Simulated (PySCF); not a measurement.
# NMR parameters of (BeS)4 ring

(BeS)4 ring, Be4S4, point group D4h.

Cartesian coordinates in Å; atom numbers follow the order of the lines, from 1:
```xyz
8

Be   -0.614   -1.259   -1.314
S     0.944   -0.905   -2.338
Be    1.563    0.352   -1.059
S     2.151    1.591    0.252
Be    0.614    1.259    1.314
S    -0.944    0.905    2.338
Be   -1.563   -0.352    1.059
S    -2.151   -1.591   -0.252
```

GIAO calculations in PySCF 2.14 on the PBE0-D3(BJ)/def2-SVP structure: isolated species, non-relativistic, equivalent atoms averaged; basis pcSseg-1.

Question: Give the isotropic shieldings (ppm) with KT2, PBE0.

Answer: 
| atoms | environment | KT2 | PBE0 |
| --- | --- | --- | --- |
| S2/S4/S6/S8 | sulfur bonded to 2 Be | 690 | 700 |
| Be1/Be3/Be5/Be7 | Be bonded to 2 S | 87 | 87 |
| HOMO–LUMO gap (eV) | – | 3.14 | 4.90 |

Question: And the chemical shifts, against references computed in the same way?

Answer: 
```tsv
atoms	nucleus, reference	KT2	PBE0
S2/S4/S6/S8	$^{33}$S, CS2	-172	-204
```

Question: Which part of the shielding of S2/S4/S6/S8 depends on the functional?

Answer: Diamagnetic: KT2 1064, PBE0 1062 ppm; paramagnetic: KT2 -374, PBE0 -363 ppm. The diamagnetic part, set mainly by inner electrons, hardly moves; the paramagnetic part goes with low-lying magnetically allowed excitations and carries the spread.
